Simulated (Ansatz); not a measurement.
F₃Ga, charge -1, doublet, geometry from GFN2-xTB (such geometries of metal compounds can be far from the true shape) (a state made from the parent by changing its charge; the spin is typed, not shown lowest) (a gas-phase anion, which may not be bound at this level); Ansatz (a first-principles code) with SVWN5/def2-TZVPD.

Input for Ansatz:
Ansatz 0.2 input:
```yaml
crystal:
  periodic: [false, false, false]
  atoms:
    - {symbol: Ga, position_ang: [-0.01722873, -0.01289214, 0.01677559]}
    - {symbol: F, position_ang: [-1.70650775, -1.08516163, 0.06884693]}
    - {symbol: F, position_ang: [-0.00265406, 1.82219157, -0.78423006]}
    - {symbol: F, position_ang: [1.67419195, -0.80060532, 0.73468508]}
basis:
  gaussian:
    orbitals: def2-TZVPD
hamiltonian:
  xc: {name: SVWN5}
total_charge: -1
magnetization: {spin_polarized: true, initial_magnetization: 1}
```

### Question
What does Ansatz print? Leave out banner, timings and long lists.

### Answer

```
Functional definition: SVWN5
967 factors; their error is unknown
mean field evaluation 1: about -60401.9817 eV, gradient 2.6e1 eV
mean field evaluation 2: about -60400.6751 eV, gradient 4.0e1 eV
mean field evaluation 4: about -60403.1329 eV, gradient 2.8e0 eV
mean field evaluation 8: about -60403.1363 eV, gradient 7.9e-2 eV
mean field evaluation 16: about -60403.1363 eV, gradient 4.9e-5 eV
mean field -60403.13627093 eV, -2219.7743152406 hartree, gradient 4.9e-5 eV, S^2 0.750636; 0 other end points of the search recorded, 0 dependent functions left out
reference -60403.13631612 eV, -2219.7743169012 hartree; 30, 29 occupied and 144, 145 virtual orbitals, 967 factors
Total energy: -60403.13631612 eV, -2219.7743169012 hartree
```
